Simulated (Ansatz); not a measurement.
A nudged elastic band was laid between two geometries of BH$_{7}$OSSi (11 atoms, charge 0, multiplicity 1).

These are results of RKS LDA/def2-SVP in Ansatz 0.2.0, not measurements.

```yaml
movable_images: 5
climbing_image: yes
spring: 5.0 eV/Å²
optimiser: fire
start_path: through a guess of the saddle point
force_threshold: 0.05 eV/Å
iteration_limit: 60
end_points: relaxed
```

Image 0:

```xyz
11
Properties=species:S:1:pos:R:3
B -0.981 0.207 0.533
S -1.493 -1.511 1.102
H -1.199 1.119 1.314
H -1.368 0.385 -0.626
H 0.638 -0.937 0.695
O 0.626 0.030 0.413
Si 1.170 0.423 -1.181
H -1.378 -1.303 2.446
H 0.509 -0.482 -2.176
H 0.819 1.863 -1.364
H 2.656 0.207 -1.157
```

Image 6:

```xyz
11
Properties=species:S:1:pos:R:3
B -1.242 0.295 0.246
S -0.763 -1.388 1.410
H -2.097 0.782 0.982
H -1.673 -0.337 -0.729
H 0.390 -1.717 0.738
O -0.057 1.036 0.085
Si 1.091 0.638 -1.040
H -0.052 -0.780 2.410
H 0.543 0.620 -2.443
H 2.234 1.606 -0.925
H 1.625 -0.755 -0.734
```

Q: What changes between the two ends?

A: Bonds broken: H5–O6. Bonds formed: S2–H5.

Q: What energy profile does the band end with?

A: The run ended unconverged. The highest image is number 4 of 0 to 6, 27.9 kJ/mol above the first end and 35.5 kJ/mol above the last; the last end lies 7.6 kJ/mol below the first. The band didn't meet its force threshold, so its energies are provisional: the largest band force was still 0.11 eV/Å, and over the last iterations the top stayed at 0.29 eV. The orbitals stay closed-shell, which can raise the energy where a bond breaks towards radicals; this wasn't checked here.

```tsv
image	path coordinate (Å)	energy (kJ/mol)	H5–O6 (Å)	S2–H5 (Å)
0	0.00	0.0	1.01	2.24
1	0.66	2.0	1.01	2.18
2	1.33	5.2	1.02	2.14
3	2.01	12.1	1.00	2.28
4	2.68	27.9	1.34	1.55
5	3.86	2.9	2.42	1.37
6	5.05	-7.6	2.86	1.37
```

Run time: 4 min on 2 threads of Arm Neoverse V2, with other jobs on the host, peak memory 0.13 GiB.
